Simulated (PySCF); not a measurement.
CH₇FOSi₂, SMILES OC[SiH2][SiH2]F. Atoms are numbered in the order given.

```xyz
12

O     -1.9091     0.7588     0.9942
C     -2.0655    -0.1426    -0.0917
Si    -0.4497    -0.1505    -1.1065
Si     1.1441    -0.0167     0.6086
F      2.6295    -0.3947     0.0381
H     -1.8916     1.6564     0.6445
H     -2.2133    -1.1424     0.3478
H     -2.9724     0.0676    -0.6896
H     -0.3024    -1.3562    -1.9795
H     -0.3861     1.0769    -1.9649
H      0.8159    -0.9868     1.6936
H      1.2283     1.3622     1.1719
```
Charge 0, spin multiplicity 1.

The structure is a stationary point at PBE0-D3(BJ)/def2-SVP. This is a generated structure with no PubChem entry under its InChIKey; it may be hypothetical. Other conformers were not sampled.

These are r2SCAN/def2-TZVP (PySCF) values and carry that method's errors.

| Quantity | Value |
|---|---|
| total energy | -796.36206 hartree |
| highest occupied level | -6.57 eV |
| lowest empty level | -1.10 eV |
| orbital gap | 5.47 eV |
| dipole moment | 2.46 D |
| quadrupole, principal values (traceless, Buckingham form, about the centre of nuclear charge) | -7.99, 1.37, 6.62 D·Å |
| mean static polarisability | 71.7 bohr³ (10.62 Å³) |
| polarisability, principal values | 64.9, 70.7, 79.5 bohr³ |
